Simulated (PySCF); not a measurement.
Work out the structure from these simulated measurements.

Formula: C3H12OSi2.

* Dipole: 1.29 D [CAM-B3LYP/def2-SVPD]
* Triplet: lowest triplet excitation (Tamm–Dancoff): 6.82 eV [TDA CAM-B3LYP/def2-SVPD]
* 13C NMR: chemical shifts (computed TMS as zero) by class: 66.1 (1 C), 19.9 (1 C), -6.1 (1 C) ppm [GIAO PBE0/pcSseg-1]
* UV, strongest line: among the 8 lowest singlet transitions: S5 at 8.29 eV (150 nm, f = 0.069) [TDDFT CAM-B3LYP/def2-SVPD]
* 1H NMR: chemical shifts (computed TMS as zero) by class: 4.85 (3 H), 4.26 (2 H), 3.97 (2 H), 1.15 (2 H), 0.03 (3 H) ppm [GIAO PBE0/pcSseg-1]
* Rotational structure: rotational constants A, B, C: 6.018, 0.913, 0.826 GHz [GFN2-xTB]
* NMR, other nuclei: isotropic shieldings of nuclei other than C and H, by class: 312 (1 O), 387 (1 Si), 393 (1 Si) ppm [GIAO PBE0/pcSseg-1]

The electronic properties come from PySCF, for the isolated species, density fitting. Levels stand in brackets. Isolated species at its GFN2-xTB geometry (one conformer only). NMR values are class means; diastereotopic atoms form classes of their own.

Task: What is the compound? Reason from the data.

Result: Numbering: `[CH3:1][SiH2:2][CH2:3][CH2:4][O:5][SiH3:6]`. Its formula, C3H12OSi2, gives 0 degrees of unsaturation, so no ring and no π bond. 3 carbons fall into 3 classes; from least to most shielded: sp3 carbon bound to oxygen [C4] (66.1 ppm), sp3 carbon bound to silicon [C3] (19.9 ppm), Si-methyl carbon [C1] (-6.1 ppm). Hydrogen classes from least to most shielded: 3 H on an oxygen-bound silicon, Si6 (4.85 ppm), 2 H on an SiH2 silicon, Si2 (4.26 ppm), 2 H on an sp3 carbon bound to oxygen, C4 (3.97 ppm), 2 H on an sp3 carbon bound to silicon, C3 (1.15 ppm, a mean of values up to 0.9 ppm apart in this geometry), 3 H on an Si-methyl carbon, C1 (0.03 ppm). The other shieldings belong to: 312 ppm, silyl ether oxygen [O5]; 387 ppm, oxygen-bound silicon [Si6]; 393 ppm, SiH2 silicon [Si2]. The optimised geometry has point group C1 and is an asymmetric top. Structure: `C[SiH2]CCO[SiH3]`. Computed isomers that give other values at the same levels: `CC[SiH2]CO[SiH3]` (13C chemical shifts (computed TMS as zero) by class: 56.1 (1 C), 11.2 (1 C), 4.2 (1 C) ppm); `C[C@H](CO)[SiH2][SiH3]` (13C chemical shifts (computed TMS as zero) by class: 73.7 (1 C), 25.0 (1 C), 16.8 (1 C) ppm); `C[SiH2][SiH2]CCO` (1H chemical shifts (computed TMS as zero) by class: 4.06 (2 H), 3.84 (2 H), 3.80 (2 H), 1.02 (2 H), 0.40 (3 H), 0.00 (1 H) ppm). The assignments are read from this structure; whether some other isomer fits the data as well wasn't checked.

The values belong to the conformer `[CH3:1][SiH2:2][CH2:3][CH2:4][O:5][SiH3:6]`: C1–Si2–C3–C4 -163°, Si2–C3–C4–O5 -40°, C3–C4–O5–Si6 -170°.
